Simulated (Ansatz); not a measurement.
CH4AlN, SMILES `N[C][AlH2]` (excited triplet) (charge 0, multiplicity 3). This triplet is an excited state, 0.93 eV above the relaxed singlet at the level frozen-core CCSD(T)/cc-pVTZ // PBE0-D3(BJ)/def2-TZVP (Ansatz, a quantum-chemistry and plane-wave program).

Level of theory: LDA/cc-pVTZ // PBE0-D3(BJ)/def2-TZVP (Ansatz).

Ansatz 0.2 input:
```yaml
crystal:
  periodic: [false, false, false]
  atoms:
    - { symbol: N, position_ang: [-1.603553, 0.152484, -0.191376] }
    - { symbol: C, position_ang: [-0.293865, 0.039551, -0.035065] }
    - { symbol: Al, position_ang: [1.552981, -0.100811, 0.200579] }
    - { symbol: H, position_ang: [-2.010423, 0.387983, -1.084719] }
    - { symbol: H, position_ang: [-2.24936, -0.161088, 0.518409] }
    - { symbol: H, position_ang: [2.503085, 0.287011, -1.008531] }
    - { symbol: H, position_ang: [2.101137, -0.605128, 1.600704] }
basis:
  gaussian: { orbitals: cc-pVTZ }
hamiltonian:
  xc: lda
magnetization:
  spin_polarized: true
  initial_magnetization: 2
```

Output:

```
Functional definition: SPW92
852 factors; their error is unknown
mean field evaluation 1: about -9126.8519 eV, gradient 4.4e1 eV
mean field evaluation 2: about -9087.9833 eV, gradient 8.9e1 eV
mean field evaluation 4: about -9134.8839 eV, gradient 7.6e0 eV
mean field evaluation 8: about -9135.3954 eV, gradient 1.8e-1 eV
mean field evaluation 16: about -9135.3819 eV, gradient 3.5e-4 eV
mean field -9135.38189908 eV, -335.7190926068 hartree, gradient 4.1e-5 eV, S^2 2.003913; 0 other end points of the search recorded, 0 dependent functions left out
reference -9135.38194048 eV, -335.7190941284 hartree; 16, 14 occupied and 134, 136 virtual orbitals, 852 factors
Total energy: -9135.38194048 eV, -335.7190941284 hartree
```
